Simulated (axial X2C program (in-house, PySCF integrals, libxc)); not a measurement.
## Low determinants of TiO⁻ at the PBE0 level, two-component

All values were computed with an in-house all-electron X2C program for linear molecules (integrals from PySCF). Two-component (2c) means X2C with spin–orbit coupling and atomic mean-field two-electron Coulomb and Gaunt terms. Basis: Ti dyall-acv3z [11s11p7d4f2g], O dyall-av3z [7s6p3d2f] (cores contracted in-house); Gaussian nuclei, density fitting, unrestricted open shells. Masses: Ti 47.948 u, O 15.995 u.

Search at 1.630 Å (vertical energies from the lowest determinant):

```json
{"ΔE (eV)": "0.00", "state": "Ω = 3/2", "electrons beyond evenly filled partner blocks": "ω = 3/2", "electrons in ±ω = 1/2, 3/2, 5/2, 7/2": "24 7 0 0"}
{"ΔE (eV)": "0.03", "state": "Ω = 5/2", "electrons beyond evenly filled partner blocks": "ω = 5/2", "electrons in ±ω = 1/2, 3/2, 5/2, 7/2": "24 6 1 0"}
{"ΔE (eV)": "0.74", "state": "Ω = 9/2", "electrons beyond evenly filled partner blocks": "ω = 1/2, ω = 3/2, ω = 5/2", "electrons in ±ω = 1/2, 3/2, 5/2, 7/2": "23 7 1 0"}
{"ΔE (eV)": "0.77", "state": "Ω = 1/2", "electrons beyond evenly filled partner blocks": "ω = 1/2", "electrons in ±ω = 1/2, 3/2, 5/2, 7/2": "23 8 0 0"}
{"ΔE (eV)": "0.95", "state": "Ω = 1/2", "electrons beyond evenly filled partner blocks": "2 × ω = -1/2, ω = 3/2", "electrons in ±ω = 1/2, 3/2, 5/2, 7/2": "24 7 0 0"}
{"ΔE (eV)": "0.98", "state": "Ω = 7/2", "electrons beyond evenly filled partner blocks": "2 × ω = 1/2, ω = 5/2", "electrons in ±ω = 1/2, 3/2, 5/2, 7/2": "24 6 1 0"}
{"ΔE (eV)": "1.02", "state": "Ω = 3/2", "electrons beyond evenly filled partner blocks": "ω = 1/2, ω = -3/2, ω = 5/2", "electrons in ±ω = 1/2, 3/2, 5/2, 7/2": "23 7 1 0"}
```

Lowest determinant, Ω = 3/2 (⟨Sz⟩ = -0.50, ⟨Lz⟩ = 2.00 at PBE0): Re = 1.627 Å, ωe = 1006.4 cm⁻¹.

The determinant in row 2 of the search, Ω = 5/2 (⟨Sz⟩ = 0.50, ⟨Lz⟩ = 2.00 at PBE0), was followed along the bond at PBE0; measured from the minimum of the lowest determinant it gives:

Te = 0.027 eV (217 cm⁻¹), Re = 1.627 Å, ωe = 1006.6 cm⁻¹.

Task: Compare the bond of the determinant in row 2 with that of the lowest one.

Result: At PBE0 its Re is the same within 0.001 Å and its force constant, which goes as ωe², is 1.00 times that of the lowest determinant. T0 ≈ Te + Δωe/2 = 217 + (0) = 217 cm⁻¹.

The search compares states at one distance, so a state with another bond length can lie lower; it is not exhaustive and yields mostly the lowest determinant of each block pattern, so other components and higher states of one pattern are missing. These are energies of single determinants, not of spin-adapted states; PBE0 term energies can be off by some tenths of an eV, and the functional has no current term. For an anion, determinants above electron detachment are held by the basis set. The highest occupied level of some functionals is positive through self-interaction error; at Hartree–Fock it is bound. Row 1 has a positive highest level at its minimum. Row 2 has a positive highest level at its minimum.
